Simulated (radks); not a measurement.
The numbers below are computed, except where a source is named.
Ionisation of neutral krypton, [Kr], to [Ar] 3d10 4s2 4p5 as the strength of local exchange is varied. Code: a radial shooting solver on a logarithmic mesh with Libxc functionals. Model: non-relativistic Kohn-Sham, Slater X-alpha exchange (alpha = 2/3 is LDA exchange), no correlation, spin-unpolarised, spherical densities, point nucleus.

| alpha | E(Kr) (hartree) | exchange (hartree) | IE (eV) | -e of the level emptied (eV) | <r> of it (bohr) |
|---|---|---|---|---|---|
| 0.665 | -2746.64491 | -88.25092 | 13.109 | 8.141 (4p) | 1.971 |
| 0.667 | -2746.91034 | -88.52467 | 13.135 | 8.164 (4p) | 1.970 |
| 0.674 | -2747.83954 | -89.48315 | 13.224 | 8.244 (4p) | 1.967 |
| 0.813 | -2766.35401 | -108.64164 | 15.054 | 9.899 (4p) | 1.907 |
| 0.828 | -2768.35916 | -110.72339 | 15.258 | 10.084 (4p) | 1.901 |
| 0.852 | -2771.57033 | -114.05999 | 15.586 | 10.384 (4p) | 1.891 |

NIST Atomic Spectra Database: 14.000 eV (measured). The Delta-SCF value meets it near alpha = 0.73. Spin polarisation and multiplet splitting are left out, so open shells lie too high by an amount that depends on their filling.

Beside tabulated values, note that spin-unpolarised runs miss the spin-polarisation part of the exchange energy of open shells.
